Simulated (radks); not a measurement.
Species: Pt2+. Configuration: [Xe] 4f13 5d8 6p1 (not the ground configuration). Calculated with a radial shooting solver on a logarithmic mesh with Libxc functionals: Dirac Kohn-Sham, PBEsol, spin-unpolarised, spherical densities, point nucleus; open shells fill j = l - 1/2 first.

Normalised radial functions P(r) = r R(r) (large component), r in bohr:

| r | 4f7/2 | 5d5/2 |
|---|---|---|
| 0.001885 | 0.0000 | 0.0000 |
| 0.002973 | 0.0000 | 0.0001 |
| 0.004691 | 0.0000 | 0.0004 |
| 0.007461 | 0.0000 | 0.0015 |
| 0.01177 | 0.0002 | 0.0051 |
| 0.01857 | 0.0011 | 0.0164 |
| 0.02954 | 0.0057 | 0.0488 |
| 0.0466 | 0.0259 | 0.1223 |
| 0.07353 | 0.1018 | 0.2386 |
| 0.1169 | 0.3314 | 0.2947 |
| 0.1845 | 0.7946 | 0.0661 |
| 0.2911 | 1.3157 | -0.3663 |
| 0.463 | 1.3806 | -0.3048 |
| 0.7305 | 0.8671 | 0.4260 |
| 1.152 | 0.3032 | 0.9067 |
| 1.833 | 0.0483 | 0.6700 |
| 2.892 | 0.0028 | 0.2389 |
| 4.563 | 0.0000 | 0.0336 |
| 7.257 | 0.0000 | 0.0010 |

4f7/2: eigenvalue -105.52 eV, 0 radial nodes, <r> = 0.509 bohr, 90 % of the charge inside 0.817 bohr. 5d5/2: eigenvalue -30.334 eV, 2 radial nodes at r = 0.198, 0.574 bohr, <r> = 1.49 bohr, 90 % of the charge inside 2.26 bohr.
